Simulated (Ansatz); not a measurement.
A nudged elastic band was laid between two geometries of CH₅BrClGeN (10 atoms, charge 0, multiplicity 1).

Computed with RKS PBE-D4/def2-SVP in Ansatz 0.2.0.

```yaml
movable_images: 7
climbing_image: yes
spring: 5.0 eV/Å²
optimiser: quadratic models (default)
start_path: through a guess of the saddle point
force_threshold: 0.05 eV/Å
iteration_limit: 60
end_points: relaxed
```

Image 0:

```xyz
10
Properties=species:S:1:pos:R:3
N -0.109 0.787 1.305
C -0.679 0.470 0.014
Ge 0.365 -0.965 -0.850
Cl 0.193 -2.828 0.257
Br 2.595 -0.270 -0.779
H 0.830 1.192 1.196
H -0.683 1.475 1.805
H -1.704 0.056 0.134
H -0.747 1.295 -0.745
H 0.023 -1.264 -2.334
```

Image 8:

```xyz
10
Properties=species:S:1:pos:R:3
N -0.269 1.018 1.227
C -0.713 0.648 -0.092
Ge 0.322 -0.886 -0.866
Cl 0.174 -2.454 0.661
Br 2.554 -0.179 -0.894
H 0.719 1.305 1.214
H -0.335 0.219 1.871
H -1.780 0.340 -0.079
H -0.618 1.498 -0.799
H 0.029 -1.561 -2.240
```

(1) Which bonds break or form, and what moves?

(2) Give the energies along the band, and the barrier.

(3) What is the geometry of the highest image?

(4) What are the harmonic wavenumbers there?

The band took 11 iterations and about 10 core-minutes.

Answers

(1) No bond is made or broken. The height of N1 over the plane of its neighbours goes from 0.37 to -0.38 Å.

(2) The run converged. The highest image is number 4 of 0 to 8, 0.094 eV above the first end and 0.252 eV above the last; the last end lies 0.158 eV below the first. A vibrational analysis at the climbing image gives one clearly imaginary mode, 530i cm⁻¹: a first-order saddle point.

| image | path coordinate (Å) | energy (eV) | height of N1 over the plane of its neighbours (Å) |
| --- | --- | --- | --- |
| 0 | 0.00 | 0.000 | 0.37 |
| 1 | 0.23 | 0.006 | 0.37 |
| 2 | 0.46 | 0.024 | 0.35 |
| 3 | 0.70 | 0.053 | 0.29 |
| 4 | 0.93 | 0.094 | 0.09 |
| 5 | 1.23 | -0.034 | -0.22 |
| 6 | 1.53 | -0.128 | -0.35 |
| 7 | 1.84 | -0.153 | -0.38 |
| 8 | 2.14 | -0.158 | -0.38 |

(3) 
```xyz
10
Properties=species:S:1:pos:R:3:forces:R:3
N -0.094 0.921 1.204 0.00 0.00 0.00
C -0.653 0.565 -0.050 -0.01 -0.01 -0.02
Ge 0.339 -0.967 -0.891 0.00 0.00 0.00
Cl 0.106 -2.724 0.388 0.00 0.00 0.00
Br 2.597 -0.344 -0.840 0.00 0.00 0.00
H 0.763 1.464 1.240 0.00 0.00 0.00
H -0.648 0.863 2.052 0.00 0.00 0.00
H -1.698 0.214 0.067 0.00 0.00 0.00
H -0.669 1.381 -0.813 0.01 0.00 0.01
H 0.040 -1.424 -2.353 0.00 0.00 0.00
```

(4) 530i, 48, 88, 118, 130, 198, 282, 312, 400, 502, 641, 659, 732, 992, 1154, 1201, 1278, 1385, 1540, 2019, 2909, 3043, 3562, 3689 cm⁻¹.

Time of the run: 4.9 min on 2 threads of Arm Neoverse V1 (shared host), peak memory 0.2 GiB.
